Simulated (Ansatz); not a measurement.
Mulliken charges of CH5BClFSn, SMILES `[CH3][SnH]([F])[BH]Cl` from PBE/def2-TZVPP in Ansatz (PBE0-D4/def2-TZVP geometry).

| atom | x (Å) | y (Å) | z (Å) | charge (e) |
| --- | --- | --- | --- | --- |
| C1 | -1.199 | -1.225 | -0.033 | -0.577 |
| Sn2 | 0.409 | 0.000 | 0.645 | 0.908 |
| F3 | 1.905 | -1.229 | 0.747 | -0.473 |
| B4 | 1.076 | 1.636 | -0.755 | -0.096 |
| Cl5 | -0.042 | 2.892 | -1.191 | -0.065 |
| H6 | -1.384 | -2.010 | 0.700 | 0.136 |
| H7 | -0.934 | -1.679 | -0.988 | 0.132 |
| H8 | -2.102 | -0.627 | -0.157 | 0.126 |
| H9 | 0.187 | 0.498 | 2.267 | -0.136 |
| H10 | 2.167 | 1.693 | -1.232 | 0.045 |

**Question.** By hand: the dipole of these point charges (1 e Å = 4.8032 D).

**Answer.** Σ q r = (-0.443, 0.378, -0.017) e Å, of length 0.583 e Å = 2.80 D.

**Question.** How does the dipole of the full density compare? (Estimate.)

**Answer.** Computed: (-0.465, 0.292, -0.162) e Å, 2.75 D; the point charges give 1.02 times that, at 17° from its direction.

Point charges leave out the atoms' own dipoles, such as those of lone pairs, and Mulliken's split depends on the basis, so the close match here is no proof of good charges.
